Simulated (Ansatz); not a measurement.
Single points on Zr₂N₂.

```yaml
crystal:
  periodic: [false, false, false]
  atoms:
    - {symbol: Zr, position_ang: [0.134141, -0.278009, 1.364253]}
    - {symbol: Zr, position_ang: [-0.134281, 0.278083, -1.364223]}
    - {symbol: N, position_ang: [-0.649285, -1.115365, -0.163449]}
    - {symbol: N, position_ang: [0.649425, 1.115282, 0.163419]}
basis:
  gaussian: {orbitals: def2-TZVP, initial_orbitals: start.molden}
magnetization: {spin_polarized: true, initial_magnetization: 2}
hamiltonian: {xc: {text: "exchange = 0.95*pbe_x + 0.05*exact_x\ncorrelation = pbe_c"}}
scf: {omitted_lower_state_checks: [starts]}
output: {orbitals: {seedname: orbitals}}
```

The file start.molden holds the orbitals of an earlier run on this structure, at another level or in another basis.

```sh
$ ansatz run in.yaml --threads 4 --pin off --events-out ev --progress --plain --max-ram 3916MiB
```

Shortened log:

```
Functional definition: unnamed
952 factors; their error is unknown
mean field evaluation 1: about -5539.7225 eV, gradient 4.3e0 eV
mean field evaluation 2: about -5539.8016 eV, gradient 8.6e-2 eV
mean field evaluation 4: about -5539.8114 eV, gradient 5.6e-4 eV
mean field evaluation 8: about -5539.8114 eV, gradient 7.8e-6 eV
mean field -5539.81143966 eV, -203.5843153885 hartree, gradient 7.8e-6 eV, S^2 2.006038; 0 other end points of the search recorded, 0 dependent functions left out
reference -5539.81148374 eV, -203.5843170085 hartree; 20, 18 occupied and 122, 124 virtual orbitals, 952 factors
Total energy: -5539.81148374 eV, -203.5843170085 hartree
Checks for a lower state left out: starts
```

Hardware: 4 threads of Arm Neoverse V1 on a shared host. Wall time 3.4 s.

The first input with `hamiltonian: {xc: {text: "exchange = 0.90*pbe_x + 0.10*exact_x\ncorrelation = pbe_c"}}` (abridged; 3.4 s):

```
Functional definition: unnamed
mean field -5539.39028569 eV, -203.5688382654 hartree, gradient 2.3e-5 eV, S^2 2.006320
Total energy: -5539.39032766 eV, -203.5688398079 hartree
Checks for a lower state left out: starts
```

As the first input, with `hamiltonian: {xc: pbe0, dispersion: d4}` (abridged; 3.7 s):

```
Functional definition: PBE0
mean field -5538.18753167 eV, -203.5246378705 hartree, gradient 1.4e-5 eV, S^2 2.007277
Total energy: -5538.33280009 eV, -203.5299763864 hartree
Checks for a lower state left out: starts
```

The first input with `hamiltonian: {xc: {text: "exchange = 0.50*pbe_x + 0.50*exact_x\ncorrelation = pbe_c"}}` (abridged; 4 s):

```
Functional definition: unnamed
mean field -5536.37593903 eV, -203.4580630688 hartree, gradient 3.9e-5 eV, S^2 2.009228
Total energy: -5536.37596326 eV, -203.4580639594 hartree
Checks for a lower state left out: starts
```

First input, but with `hamiltonian: {xc: lda}` (abridged; 1.4 s):

```
Functional definition: SPW92
mean field -5513.42183843 eV, -202.6145154309 hartree, gradient 2.1e-5 eV, S^2 2.004820
Total energy: -5513.42187731 eV, -202.6145168596 hartree
Checks for a lower state left out: starts
```

The first input with `hamiltonian: {xc: {text: "exchange = 0.85*pbe_x + 0.15*exact_x\ncorrelation = pbe_c"}}` (abridged; 3.4 s):

```
Functional definition: unnamed
mean field -5538.97933082 eV, -203.5537359527 hartree, gradient 1.5e-5 eV, S^2 2.006620
Total energy: -5538.97937066 eV, -203.5537374168 hartree
Checks for a lower state left out: starts
```

As the first input, with `hamiltonian: {xc: hf}` (abridged; 3 s):

```
Functional definition: HF
mean field -5496.53689654 eV, -201.9940052612 hartree, gradient 3.8e-5 eV, S^2 2.025918
Total energy: -5496.53689654 eV, -201.9940052612 hartree
Checks for a lower state left out: starts
```

Geometry: PBE0-D4/def2-TZVP.

In the def2 sets Zr takes a core potential; there is no spin–orbit coupling. At PBE0-D4/def2-TZVP a broken-symmetry singlet of charge 0 lies 0.11 eV below the triplet, each at its own geometry. The structure comes from a short search, and lower isomers may exist.
